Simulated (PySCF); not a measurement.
# Ionising BPb

UHF-CCSD(T); B def2-SVP, Pb def2-SVP with ECP60; scalar-relativistic core potentials (PySCF 2.14). Neutral (UHF): quartet (σ ↑, π ↑↑), Re = 2.280 Å, ωe = 497 cm⁻¹, De = 2.12 eV.

BPb⁺ (UHF): triplet (σ ↑, π ↑), Re = 2.497 Å, ωe = 363 cm⁻¹. The energies at the minima are -216.53755 hartree for BPb and -216.26261 for BPb⁺.

(1) Work out the adiabatic ionisation energy, without and with harmonic zero-point energies (1 hartree = 27.2114 eV, 1 eV = 8065.5 cm⁻¹), and the change of the bond length.

Correlated steps freeze 5 core orbitals. Correlated levels converge slowly with the basis: in double zeta they bind strong bonds too weakly, by up to about 1 eV, and carry superposition errors of some tenths. Spin–orbit coupling is left out, which matters for elements this heavy, above all for dissociation energies. States were picked by a PBE0 search and need not be the measured ground states.

Results:

(1) At UHF-CCSD(T): 0.27494 hartree = 7.481 eV between the minima; the zero-point term (363.0 − 497.0)/2 cm⁻¹ = -0.008 eV makes it 7.473 eV. Re changes by +21.7 pm against the neutral. The electron leaves a π orbital, and the longer bond of the ion fits a bonding orbital, or a change in how ionic the bond is.
